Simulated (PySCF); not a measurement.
J couplings in C₃H₆F₃GeN

Geometry:
```json
{"atom": "C1", "x (Å)": "2.769", "y (Å)": "0.104", "z (Å)": "0.144"}
{"atom": "N2", "x (Å)": "1.487", "y (Å)": "-0.515", "z (Å)": "-0.037"}
{"atom": "C3", "x (Å)": "0.526", "y (Å)": "0.176", "z (Å)": "-0.487"}
{"atom": "Ge4", "x (Å)": "-1.222", "y (Å)": "-0.665", "z (Å)": "-0.684"}
{"atom": "C5", "x (Å)": "-2.431", "y (Å)": "0.193", "z (Å)": "0.659"}
{"atom": "F6", "x (Å)": "-2.531", "y (Å)": "1.515", "z (Å)": "0.441"}
{"atom": "F7", "x (Å)": "-1.977", "y (Å)": "0.033", "z (Å)": "1.909"}
{"atom": "F8", "x (Å)": "-3.672", "y (Å)": "-0.309", "z (Å)": "0.617"}
{"atom": "H9", "x (Å)": "2.801", "y (Å)": "1.172", "z (Å)": "-0.149"}
{"atom": "H10", "x (Å)": "3.065", "y (Å)": "0.011", "z (Å)": "1.202"}
{"atom": "H11", "x (Å)": "3.524", "y (Å)": "-0.452", "z (Å)": "-0.435"}
{"atom": "H12", "x (Å)": "0.650", "y (Å)": "1.251", "z (Å)": "-0.752"}
{"atom": "H13", "x (Å)": "-1.144", "y (Å)": "-2.162", "z (Å)": "-0.381"}
{"atom": "H14", "x (Å)": "-1.853", "y (Å)": "-0.373", "z (Å)": "-2.056"}
```

Couplings: B3LYP/pcJ-1 (pcSseg-1 on Ge) (spin–dipole term only in couplings to heteroatoms) in PySCF 2.14.0 with density-fitted response routines, geometry PBE0-D3(BJ)/def2-SVP; gas phase, one conformer, non-relativistic. Couplings are averaged over pairs made equivalent by symmetry, fast rotation or ring inversion, so a value needn't be that of the named pair in this geometry, while other rotamers aren't included; one pair stands for each set, and the list holds those of at least 1.5 Hz over up to four bonds. One-bond C–F couplings come out tens of Hz too large with common functionals.

Isotopes: $^{13}$C, $^{19}$F, $^{1}$H, $^{15}$N.

```json
{"pair": "C1, N2", "bonds": "1", "J (Hz)": "5.1"}
{"pair": "C1, H9", "bonds": "1", "J (Hz)": "?"}
{"pair": "C3, H12", "bonds": "1", "J (Hz)": "157.9"}
{"pair": "C5, F6", "bonds": "1", "J (Hz)": "?"}
{"pair": "C1, C3", "bonds": "2", "J (Hz)": "-7.4"}
{"pair": "N2, H12", "bonds": "2", "J (Hz)": "3.3"}
{"pair": "C3, C5", "bonds": "2", "J (Hz)": "6.1"}
{"pair": "C3, H13", "bonds": "2", "J (Hz)": "?"}
{"pair": "C5, H13", "bonds": "2", "J (Hz)": "11.3"}
{"pair": "F6, F7", "bonds": "2", "J (Hz)": "?"}
{"pair": "H9, H10", "bonds": "2", "J (Hz)": "-14.7"}
{"pair": "H13, H14", "bonds": "2", "J (Hz)": "?"}
{"pair": "C1, H12", "bonds": "3", "J (Hz)": "?"}
{"pair": "N2, C5", "bonds": "3", "J (Hz)": "-3.1"}
{"pair": "N2, H13", "bonds": "3", "J (Hz)": "-2.9"}
{"pair": "C3, F6", "bonds": "3", "J (Hz)": "3.0"}
{"pair": "C3, H9", "bonds": "3", "J (Hz)": "11.5"}
{"pair": "F6, H13", "bonds": "3", "J (Hz)": "7.1"}
{"pair": "H12, H13", "bonds": "3", "J (Hz)": "3.2"}
{"pair": "H9, H12", "bonds": "4", "J (Hz)": "-1.9"}
```

Question: Estimate the withheld couplings, with signs.

Answer: 
- $^{1}J$(C1,H9) = 140.6 Hz (mean over equivalent pairs that range from 135.0 to 143.6 Hz in this conformer)
- $^{1}J$(C5,F6) = -398.2 Hz (bond length 1.343 Å)
- $^{2}J$(C3,H13) = 9.7 Hz (mean over equivalent pairs that range from 6.4 to 13.1 Hz in this conformer)
- $^{2}J$(F6,F7) = 78.9 Hz (mean over equivalent pairs that range from 75.7 to 84.7 Hz in this conformer)
- $^{2}J$(H13,H14) = 16.6 Hz (angle at Ge4 113°)
- $^{3}J$(C1,H12) = 17.8 Hz (dihedral angle 0°)

Relativistic effects of the heavier atoms present are left out.
